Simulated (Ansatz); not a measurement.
```yaml
crystal:
  periodic: [false, false, false]
  atoms:
    - {symbol: Mg, position_ang: [2.057398, 1.568232, -0.084451]}
    - {symbol: Mg, position_ang: [-1.406302, -3.250173, 0.756695]}
    - {symbol: Mg, position_ang: [-0.256512, -0.602034, -1.860057]}
    - {symbol: Mg, position_ang: [-0.967904, 0.519670, 1.637101]}
    - {symbol: S, position_ang: [1.683187, 1.259559, -3.010388]}
    - {symbol: S, position_ang: [-2.947532, -0.808696, -0.340352]}
    - {symbol: S, position_ang: [1.202686, -1.598852, 0.757243]}
    - {symbol: S, position_ang: [0.634991, 2.912293, 2.144221]}
basis:
  gaussian: {orbitals: aug-pcseg-2}
total_charge: -1
magnetization: {spin_polarized: true, initial_magnetization: 1}
hamiltonian: {xc: {name: PBE0}, dispersion: d3bj}
scf: {omitted_lower_state_checks: [starts]}
```

```sh
$ ansatz run in.yaml --threads 4 --pin off --events-out ev --progress --plain --max-ram 4787MiB
```

Output, abridged:

```
Functional definition: PBE0
  name "PBE0"
  cite "Adamo & Barone, J. Chem. Phys. 110, 6158 (1999) doi:10.1063/1.478522"
  cite "Perdew, Burke & Ernzerhof, Phys. Rev. Lett. 77, 3865 (1996) doi:10.1103/PhysRevLett.77.3865"
  parent pbe
  parameter a = 0.25
  parameter kappa = 0.804
  parameter beta = 0.06672455060314922
  exchange = (1 - a)*pbe_x(kappa = kappa, mu = beta*pi^2/3) + a*exact_x
  correlation = pbe_c(beta = beta)
these checks for a lower state are left out or cut short: starts
2388 factors; their error is unknown
mean field evaluation 1: about -65090.3783 eV, gradient 3.3e1 eV
mean field evaluation 2: about -64980.5924 eV, gradient 1.0e2 eV
mean field evaluation 4: about -65099.7783 eV, gradient 5.3e0 eV
mean field evaluation 8: about -65100.0098 eV, gradient 3.6e-1 eV
mean field evaluation 16: about -65100.4433 eV, gradient 4.8e-3 eV
mean field -65100.44326496 eV, -2392.3971633221 hartree, gradient 5.6e-5 eV, S^2 0.755687; 0 other end points of the search recorded, 0 dependent functions left out
reference -65100.44331855 eV, -2392.3971652915 hartree; 57, 56 occupied and 255, 256 virtual orbitals, 2388 factors
Total energy: -65100.95222345 eV, -2392.4158672016 hartree
Checks for a lower state left out: starts
```

Run time 33 s (4 threads of Arm Neoverse V2 on a shared host), peak host memory 1.6 GiB.
